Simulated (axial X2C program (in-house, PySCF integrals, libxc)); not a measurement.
Which molecule gave these maps?

PBE0 fields computed with an axial X2C code built on PySCF integrals, 2c, near the equilibrium distance, one atom at z = 0.

The maps cover the half plane through the axis: z from -2.4 to 3.6 Å along the bond, ρ from 0.15 to 2.25 Å away from it.

log10 of the density in e/bohr³:

```
 ρ\z  -2.4  -1.8  -1.2  -0.6   0.0   0.6   1.2   1.8   2.4   3.0   3.6
0.15  -3.1  -2.4  -1.5  -0.5   1.4  -0.5  -0.8  -1.1  -2.0  -2.6  -3.0
0.45  -3.1  -2.5  -1.6  -0.7   0.1  -0.7  -1.1  -1.4  -2.2  -2.7  -3.0
0.75  -3.2  -2.6  -1.8  -1.0  -0.7  -1.0  -1.5  -1.8  -2.4  -2.8  -3.0
1.05  -3.3  -2.7  -2.0  -1.4  -1.1  -1.4  -1.8  -2.2  -2.6  -2.9  -3.1
1.35  -3.4  -2.9  -2.3  -1.8  -1.6  -1.8  -2.2  -2.6  -2.8  -3.0  -3.2
1.65  -3.5  -3.1  -2.6  -2.2  -2.0  -2.2  -2.6  -2.9  -3.0  -3.1  -3.2
1.95  -3.6  -3.3  -3.0  -2.6  -2.5  -2.6  -3.0  -3.1  -3.2  -3.2  -3.3
2.25  -3.7  -3.5  -3.3  -3.0  -2.9  -3.1  -3.3  -3.3  -3.3  -3.3  -3.4
```

Electron localisation function (collinear form, no current term, damped to 0 at low density):

```
 ρ\z  -2.4  -1.8  -1.2  -0.6   0.0   0.6   1.2   1.8   2.4   3.0   3.6
0.15  0.12  0.21  0.61  0.20  0.25  0.17  0.96  0.99  0.85  0.85  0.87
0.45  0.11  0.20  0.61  0.47  0.38  0.41  0.87  0.96  0.77  0.85  0.86
0.75  0.11  0.19  0.59  0.81  0.54  0.71  0.62  0.77  0.65  0.83  0.85
1.05  0.10  0.16  0.52  0.84  0.87  0.72  0.36  0.37  0.54  0.80  0.82
1.35  0.09  0.12  0.39  0.76  0.82  0.60  0.18  0.14  0.45  0.76  0.78
1.65  0.08  0.09  0.24  0.57  0.67  0.41  0.08  0.07  0.40  0.71  0.72
1.95  0.06  0.06  0.12  0.31  0.40  0.20  0.03  0.06  0.37  0.64  0.63
2.25  0.04  0.04  0.06  0.12  0.15  0.06  0.02  0.06  0.34  0.55  0.51
```

Axial spin density in 10⁻³ e/bohr³:

```
 ρ\z  -2.4  -1.8  -1.2  -0.6   0.0   0.6  1.2   1.8  2.4  3.0  3.6
0.15   0.5   1.3   2.9   0.5   3.6   6.2  1.1  13.4  4.6  1.9  1.0
0.45   0.5   1.1   2.2   0.1   0.6   4.7  0.3   6.8  3.7  1.8  0.9
0.75   0.5   0.9   1.5   0.1   1.1   1.8  0.1   3.1  2.6  1.5  0.9
1.05   0.4   0.7   0.9   0.1   0.2   0.3  0.1   1.5  1.7  1.2  0.8
1.35   0.3   0.5   0.6   0.2  -0.1  -0.1  0.1   0.9  1.1  0.9  0.7
1.65   0.3   0.3   0.4   0.2   0.0   0.0  0.1   0.6  0.8  0.7  0.6
1.95   0.2   0.2   0.2   0.2   0.1   0.0  0.2   0.4  0.6  0.6  0.5
2.25   0.2   0.2   0.2   0.1   0.1   0.1  0.2   0.3  0.5  0.5  0.4
```

Question: Which molecule is it?
A. AsO⁺
B. NaF⁺
C. ZrF⁺
D. HBr⁻

Answer: D. HBr⁻, with Br at z = 0 and H at z = 1.511 Å, state Ω = 1/2 (⟨Sz⟩ = 0.50, ⟨Lz⟩ = 0.00 at PBE0), basis Br dyall-acv3z [9s10p7d5f1g], H dyall-av3z [7s3p2d] (cores contracted in-house). The state is a single determinant with fixed occupations, the lowest that a limited PBE0 search found. Density functionals use the spin component along the axis (collinear). The highest occupied level is positive at some bond lengths even in Hartree–Fock (under at least one Hamiltonian), so the basis set holds the extra electron there; where that holds at Re the anion is at best weakly bound and its constants depend on the basis.
